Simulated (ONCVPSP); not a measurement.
## u(r) = r·R(r): atom against pseudo-atom (Cs (Z = 55))

Columns: radius, all-electron u(r) and pseudo u(r) of the 5p shell (level -15.93 eV) of caesium in the configuration [Kr] 4d10 5s2 5p6 6s0.5; PBE, scalar-relativistic, ONCV scheme, ONCVPSP 4.0.1.

| r (bohr) | all-electron | pseudo |
| --- | --- | --- |
| 0.155 | 0.1622 | 0.0129 |
| 0.310 | 0.0939 | 0.0504 |
| 0.465 | -0.3024 | 0.1098 |
| 0.620 | -0.3830 | 0.1880 |
| 0.775 | -0.2007 | 0.2814 |
| 0.930 | 0.0732 | 0.3842 |
| 1.085 | 0.3329 | 0.4882 |
| 1.240 | 0.5360 | 0.5842 |
| 1.395 | 0.6752 | 0.6651 |
| 1.550 | 0.7567 | 0.7268 |
| 1.705 | 0.7918 | 0.7663 |
| 1.860 | 0.7917 | 0.7799 |
| 2.015 | 0.7668 | 0.7649 |
| 2.170 | 0.7257 | 0.7256 |
| 2.325 | 0.6748 | 0.6747 |
| 2.480 | 0.6190 | 0.6189 |
| 2.635 | 0.5617 | 0.5617 |
| 2.790 | 0.5055 | 0.5055 |
| 2.945 | 0.4519 | 0.4519 |
| 3.100 | 0.4017 | 0.4017 |
| 3.255 | 0.3555 | 0.3555 |
| 3.410 | 0.3135 | 0.3135 |
| 3.565 | 0.2756 | 0.2756 |
| 3.720 | 0.2417 | 0.2417 |
| 3.875 | 0.2114 | 0.2114 |
| 4.030 | 0.1846 | 0.1846 |

(1) How many radial nodes do the two functions have?

(2) At about which radius was the pseudo-wave matched?

(3) Is the pseudo-wave norm-conserving?

Results:

(1) The all-electron 5p function has n − l − 1 = 3 (the table is too coarse to show those close to the nucleus); the pseudo-wave has 0, since the states of the same l below it are removed with the core.

(2) 2.15 bohr, where the columns begin to agree (steps of 0.15 bohr).

(3) Yes: the ONCV scheme keeps the norm inside the radius equal to the all-electron one, which fixes the energy derivative of the logarithmic derivative at the level.
